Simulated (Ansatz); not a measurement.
Series BH2X: CAM-B3LYP-D4/def2-TZVP single points in Ansatz on relaxed structures, gas phase. Binding counts from free atoms in the multiplicity of their measured ground term, without zero-point energy. The structures are stationary points that may keep the symmetry of their start.

(1) Estimate the order by HOMO (eV), lowest first.
A. BH2Br (singlet)
B. BH2(SMe) (CH5BS) (singlet)
C. BH2(NCO) (CH2BNO) (singlet)
D. BH2F (singlet)
E. BH2(OH) (BOH3) (singlet)
F. BH2Cl (singlet)
G. BH2(CN) (CH2BN) (singlet)
H. BH2(CCH) (C2H3B) (singlet)
I. BH2(CF3) (CH2BF3) (singlet)
J. BH2(NH2) (BNH4) (singlet)

(1) I (-11.73), G (-11.17), D (-10.88), E (-10.39), J (-10.11), F (-10.05), C (-9.79), A (-9.56), H (-9.45), B (-9.13).

In full:

| species | atoms | state | geometry | HOMO (eV) | LUMO (eV) | gap (eV) | binding per atom (eV) | point group (within 0.1 Å) |
| --- | --- | --- | --- | --- | --- | --- | --- | --- |
| BH2Br | 4 | singlet | r2SCAN-D4/def2-TZVP | -9.56 | -0.90 | 8.66 | 3.08 | C2v |
| BH2Cl | 4 | singlet | PBE0-D4/def2-TZVP | -10.05 | -0.69 | 9.36 | 3.26 | C2v |
| BH2F | 4 | singlet | PBE-D4/def2-TZVP | -10.88 | -0.15 | 10.73 | 3.77 | C2v |
| BH2(CN) (CH2BN) | 5 | singlet | PBE0-D4/def2-TZVP | -11.17 | -2.22 | 8.95 | 4.32 | C2v |
| BH2(OH) (BOH3) | 5 | singlet | r2SCAN-D4/def2-TZVP | -10.39 | 0.61 | 11.00 | 3.80 | Cs |
| BH2(NH2) (BNH4) | 6 | singlet | PBE-D4/def2-TZVP | -10.11 | 1.23 | 11.34 | 3.67 | C2v |
| BH2(CCH) (C2H3B) | 6 | singlet | PBE0-D4/def2-TZVP | -9.45 | -1.28 | 8.16 | 4.26 | C2v |
| BH2(NCO) (CH2BNO) | 6 | singlet | PBE-D4/def2-TZVP | -9.79 | -0.90 | 8.89 | 4.62 | Cs |
| BH2(CF3) (CH2BF3) | 7 | singlet | PBE-D4/def2-SVP | -11.73 | -1.62 | 10.11 | 3.90 | Cs |
| BH2(SiH3) (SiBH5) | 7 | singlet | B3LYP-D4/def2-TZVP | -9.84 | -1.32 | 8.51 | 3.05 | Cs |
| BH2(SMe) (CH5BS) | 8 | singlet | PBE0-D4/def2-TZVP | -9.13 | 0.04 | 9.18 | 3.64 | – |

The gap (eV) runs from 8.16 (BH2(CCH)) to 11.34 (BH2(NH2)).
